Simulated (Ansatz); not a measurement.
System: C6H11, net charge 0, doublet state. It need not be the lowest isomer of its formula. 
Geometry from a B3LYP-D3(BJ)/def2-TZVP (Ansatz, an electronic-structure program) optimisation:
```xyz
17

C     -1.9900    -0.2878    -0.8283
C     -0.7446    -0.3299     0.0438
C     -0.2438     1.0480     0.5070
C      1.2103     0.8020     0.9496
C      1.6486    -0.3373     0.0881
C      0.4964    -0.9454    -0.6378
H     -2.2906    -1.2900    -1.1422
H     -1.8095     0.3041    -1.7297
H     -2.8325     0.1610    -0.2975
H     -0.9602    -0.9257     0.9382
H     -0.8666     1.4803     1.2915
H     -0.2585     1.7385    -0.3422
H      1.2460     0.5317     2.0163
H      1.8428     1.6898     0.8479
H      2.6714    -0.6758     0.0020
H      0.5053    -0.6717    -1.7059
H      0.4916    -2.0402    -0.6126
```
Charge 0, spin multiplicity 2.

Wanted: atomisation energy (electronic, to ground-state atoms), in kcal/mol. Correlated levels leave the core frozen unless marked. Open shells are spin-unrestricted. No spin-orbit coupling. No relativistic terms. The coupled-cluster limit lacks core correlation, which all-electron functionals hold. CBS(X,Y): correlation extrapolated as X^-3; Hartree-Fock from the larger set. [CCSD(T)-MP2]/basis is that difference in the basis named.

```tsv
level	program	atomisation energy (kcal/mol)	minus last row
HF/cc-pVDZ	Ansatz	1243.0	-411.7
PBE/def2-TZVPD	Ansatz	1683.9	29.2
BLYP-D3(BJ)/def2-TZVPD	Ansatz + dftd3	1645.2	-9.5
B97M-V/def2-TZVPD	Ansatz	1657.5	2.8
B3LYP-D3(BJ)/def2-TZVPD	Ansatz + dftd3	1657.9	3.2
PBE0/STO-3G	Ansatz	2006.6	351.9
PBE0/6-31G*	Ansatz	1675.6	20.9
HSE06-D4/def2-TZVPD	Ansatz + dftd4	1676.2	21.5
CCSD/cc-pVDZ	Ansatz	1532.8	-121.9
RI-MP2/CBS(cc-pVTZ,cc-pVQZ)+[CCSD(T)-MP2]/cc-pVTZ	Ansatz	1654.7	0.0
```
